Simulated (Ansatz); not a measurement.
The inner images of a band of Cl2F2H4HfSi (10 atoms, charge 0, multiplicity 1) are given out of order.

The calculation used Ansatz, RKS PBE-D4/def2-SVP.

First end point:

```xyz
10
Properties=species:S:1:pos:R:3
Hf -0.175 -0.192 0.165
Cl -0.470 -0.890 2.400
F 1.648 -0.124 -0.408
Cl -1.494 1.656 -0.505
F -0.875 -1.638 -0.853
Si 1.338 2.933 1.253
H 2.591 3.095 2.061
H 1.628 3.049 -0.212
H 0.278 3.901 1.683
H 0.821 1.538 1.555
```

Last end point:

```xyz
10
Properties=species:S:1:pos:R:3
Hf -0.086 0.353 -0.198
Cl 1.206 -0.459 2.248
F 1.283 -0.742 -0.967
Cl -0.971 1.579 -1.992
F -1.601 -0.442 0.660
Si 0.826 2.689 0.993
H 1.547 2.360 2.324
H 1.878 3.456 0.228
H -0.237 3.670 1.427
H 1.444 0.862 2.415
```

Question: Put them in order from the first end to the last, with their energies above the first end.
A.
```xyz
10
Properties=species:S:1:pos:R:3
Hf 0.100 0.057 0.059
Cl 1.163 -0.807 2.079
F 1.260 -0.835 -1.157
Cl -0.633 1.799 -1.451
F -1.616 -0.678 0.423
Si 0.962 2.832 1.355
H 1.678 2.897 2.660
H 1.803 3.329 0.224
H -0.392 3.460 1.421
H 0.964 1.273 1.524
```
B.
```xyz
10
Properties=species:S:1:pos:R:3
Hf -0.198 -0.268 0.079
Cl -0.071 -0.498 2.428
F 1.419 -0.774 -0.796
Cl -1.136 1.693 -0.858
F -1.440 -1.618 -0.417
Si 1.335 2.984 1.346
H 2.255 3.139 2.521
H 1.785 3.828 0.192
H -0.073 3.306 1.736
H 1.413 1.535 0.907
```
C.
```xyz
10
Properties=species:S:1:pos:R:3
Hf -0.137 -0.360 -0.011
Cl 0.443 -0.784 2.243
F 1.211 -1.092 -1.136
Cl -0.825 1.707 -0.950
F -1.673 -1.446 -0.247
Si 1.251 3.083 1.447
H 2.045 3.340 2.694
H 1.861 3.777 0.268
H -0.174 3.506 1.644
H 1.287 1.596 1.185
```
D.
```xyz
10
Properties=species:S:1:pos:R:3
Hf -0.029 0.335 -0.162
Cl 1.209 -0.522 2.243
F 1.344 -0.726 -0.973
Cl -0.862 1.677 -1.895
F -1.572 -0.490 0.614
Si 0.824 2.688 1.055
H 1.541 2.502 2.405
H 1.835 3.428 0.216
H -0.323 3.609 1.387
H 1.322 0.826 2.248
```
E.
```xyz
10
Properties=species:S:1:pos:R:3
Hf 0.016 0.321 -0.114
Cl 1.207 -0.575 2.222
F 1.360 -0.713 -0.999
Cl -0.801 1.718 -1.816
F -1.563 -0.513 0.570
Si 0.854 2.699 1.146
H 1.567 2.626 2.490
H 1.816 3.402 0.224
H -0.362 3.556 1.388
H 1.195 0.806 2.026
```
F.
```xyz
10
Properties=species:S:1:pos:R:3
Hf 0.034 -0.250 0.000
Cl 1.008 -0.960 2.054
F 1.077 -1.163 -1.297
Cl -0.527 1.775 -1.146
F -1.659 -1.105 0.071
Si 1.069 3.048 1.484
H 1.803 3.268 2.774
H 1.860 3.544 0.314
H -0.307 3.632 1.532
H 0.933 1.538 1.351
```
G.
```xyz
10
Properties=species:S:1:pos:R:3
Hf -0.193 -0.233 0.135
Cl -0.453 -0.626 2.448
F 1.589 -0.464 -0.517
Cl -1.298 1.686 -0.701
F -1.119 -1.682 -0.677
Si 1.347 2.964 1.286
H 2.519 3.199 2.193
H 1.602 3.517 -0.081
H 0.087 3.507 1.881
H 1.208 1.459 1.172
```

Answer: G (+0.01 eV), B (+0.04 eV), C (+0.19 eV), F (+0.32 eV), A (+0.81 eV), E (+1.90 eV), D (+1.85 eV).

Time of the run: 6.4 min on 4 threads of Intel(R) Xeon(R) Platinum 8259CL CPU @ 2.50GHz (Skylake/Cascade Lake), on a shared host, peak memory 0.25 GiB.
